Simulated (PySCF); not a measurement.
**MS cations for M along group 12**

PBE0 with double-zeta basis sets in PySCF, for the lowest determinant that a PBE0 search found; no spin–orbit coupling. De refers to high-spin ground-configuration atoms (the charge goes to the atom of lower measured ionisation energy or higher electron affinity, which is not always the lowest computed limit). A positive dipole points towards S; it is taken about the centre of mass and depends on that origin.

```
 M     basis  charged atom  state (unpaired electrons)  Re (Å)  ωe (cm⁻¹)  De (eV)  μ (D)
Zn  def2-SVP           Zn+               doublet (π ↑)   2.171        391     2.02  -4.18
Hg  def2-SVP            S+               doublet (π ↑)   2.348        316     1.99  -0.35
```

Q: The row for M = Cd is missing. Estimate Re, ωe and De as the mean of the rows for Zn and Hg, and compare with the calculation.

A: The means are 2.260 Å, 354 cm⁻¹ and 2.00 eV. PBE0 in def2-SVP gives CdS⁺ as a doublet (π ↑) with Re = 2.354 Å, ωe = 338 cm⁻¹, De = 1.66 eV, so the estimate is off by -9.4 pm, +5 % and +0.34 eV.

Spin–orbit coupling is left out, which matters for elements this heavy, above all for dissociation energies. For an ion De counts to the pair picked by the measured ionisation energies or electron affinities, which need not be the lowest pair at this level. States were picked by a PBE0 search and need not be the measured ground states.
